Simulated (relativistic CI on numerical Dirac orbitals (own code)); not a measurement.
## Pm XLII: sensitivity of the levels to the model

Base calculation: Dirac-Coulomb-Breit CI, orbitals from a KLI potential per configuration, model QED, unscaled Slater integrals.

Configuration list (outside the closed core [Ne]): 3s2.3p6.3d2, 3s2.3p5.3d3, 3s.3p6.3d3, 3s2.3p6.3d.4s, 3s2.3p6.3d.4p, 3s2.3p6.3d.4d, 3s2.3p5.3d2.4s, 3s2.3p6.3d.4f, 3s2.3p5.3d2.4p, 3s2.3p5.3d2.4d, 3s.3p6.3d2.4s, 3p6.3d3.4p, 3s.3p6.3d2.4p, 3s2.3p6.4s2, 3s2.3p6.4s.4p, 3s2.3p6.3d.5s, 3s2.3p6.3d.5d, 3s2.3p6.3d.5g, 3p6.3d4, 3p5.3d5, 3p5.3d4.4s, 3p6.3d3.4s, 3p5.3d3.4s2, 3s2.3p6.4p2, 3s2.3p5.4s.4p2, 3s2.3p6.4s.4d, 3s2.3p5.4s2.4d, 3s.3p6.3d.4s2, 3s.3p6.4s2.4p, 3s.3p6.4s2.4d. Double excitations out of closed p, d and f shells are left out; levels of such configurations are missing from the list, as are those of other unlisted configurations, and high levels can miss mixing partners. These lack a partner that the ground configuration has and come out too high: 3s2.3p5.3d2.4p, 3s2.3p5.3d2.4d.

Variants: (1) QED terms removed; (2) only the first configuration. Shifts of the energy above 3s2.3p6.3d2 3F_2, in cm⁻¹, for the lowest level and the first level of each name with at least 55 % of one term (blank where a level changes its place among those of its configuration and J or its character, or is not in the variant):

```
            Level     Base   Δ(1)   Δ(2)
 3s2.3p6.3d2 3F_2        0      0      0
 3s2.3p6.3d2 3P_0   141141    -31  +2842
 3s2.3p6.3d2 3F_3   220515   -659   -502
 3s2.3p6.3d2 1G_4   303685   -704    -88
 3s2.3p6.3d2 3P_1   316310   -644  +3393
 3s2.3p6.3d2 3F_4   500367  -1279    -99
 3s2.3p6.3d2 1S_0   713257  -1268  +1572
3s2.3p5.3d3 5D°_0  1730080  +2417       
3s2.3p5.3d3 3I°_7  2208178  +1241       
3s2.3p5.3d3 3D°_1  2282684  +1256
```

At this charge energies of transitions that change n are usually good to better than 1 %, and those within a shell (Δn = 0) to a few per cent.

Ionisation energy from the two ground configurations alone: base 3112.03 eV. The NIST ASD value (theoretical) is 3112 eV.

LS names give the leading component of a level, which can be under half, so a name can repeat, a term be missing and a line seem to break the LS rules.
